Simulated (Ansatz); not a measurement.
Ansatz results at the PBE0-D4/def2-TZVP geometry: HOMO energy (PBE/def2-TZVPP) -6.48 eV; HOMO–LUMO gap (PBE/def2-TZVPP) 4.77 eV; LUMO energy (ωB97M-V/def2-TZVPP) 0.77 eV.

Which molecule gave them?
A. `C[N]=[Ta]([F])([F])[F]`
B. `[O]=[Ta]([OH])([F])[Cl]`
C. `C[N](C)[Ta](=[O])([N](C)C)[N](C)C`
D. `[NH2][Ta]([NH2])([OH])=[S]`

A. The others give `[O]=[Ta]([OH])([F])[Cl]`: -7.92, 5.28, 0.35; `C[N](C)[Ta](=[O])([N](C)C)[N](C)C`: -4.66, 4.09, 1.64; `[NH2][Ta]([NH2])([OH])=[S]`: -6.07, 4.36, 1.19.
